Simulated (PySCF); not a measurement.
**SMILES C=C[C@@H]1[SiH2]C[Si@H]1Cl, C₄H₉ClSi₂**

Geometry:
```tsv
atom	x (Å)	y (Å)	z (Å)
C1	2.631	-0.600	-0.882
C2	1.423	-0.060	-0.850
C3	0.397	-0.341	0.176
Si4	-1.318	-0.934	-0.508
C5	-2.107	0.619	0.301
Si6	-0.422	1.198	1.005
Cl7	-0.347	1.128	3.025
H8	2.955	-1.300	-0.129
H9	3.343	-0.369	-1.656
H10	1.129	0.640	-1.623
H11	0.816	-1.039	0.904
H12	-1.391	-0.944	-1.968
H13	-1.761	-2.213	0.044
H14	-2.866	0.407	1.050
H15	-2.557	1.310	-0.406
H16	0.066	2.507	0.583
```

Method: TDDFT PBE0/aug-cc-pVDZ circular dichroism and optical rotation, one conformer, gas phase in PySCF 2.14.0. Geometry: GFN2-xTB.

The molecule is flexible and this is one conformer; a measurement averages over conformers. States above about 6.8 eV lie in this functional's continuum (it starts at minus the energy of the highest occupied orbital, well below the true ionisation energy for most functionals) and depend on the basis.

**Question.** Draw the ECD and absorption spectra from the lowest 12 states, each a Gaussian of half-width 0.2 eV at 1/e height.

**Answer.** 
| E (eV) | λ (nm) | Δε (L mol⁻¹ cm⁻¹) | ε (L mol⁻¹ cm⁻¹) |
| --- | --- | --- | --- |
| 4.86 | 255 | -0.02 | 2.28 |
| 5.01 | 247 | -0.58 | 55.5 |
| 5.16 | 240 | -4.52 | 447 |
| 5.31 | 233 | -10.60 | 1290 |
| 5.46 | 227 | -4.51 | 1770 |
| 5.61 | 221 | +5.15 | 1690 |
| 5.76 | 215 | +5.04 | 2290 |
| 5.91 | 210 | +12.58 | 7320 |
| 6.06 | 205 | +26.71 | 17800 |
| 6.21 | 200 | +14.61 | 26900 |
| 6.36 | 195 | -7.53 | 24500 |
| 6.51 | 190 | -37.91 | 13300 |
| 6.66 | 186 | -47.97 | 7390 |

Δε uses R in velocity form, ε uses f in length form. Only the states computed contribute, so the short-wavelength end is incomplete.
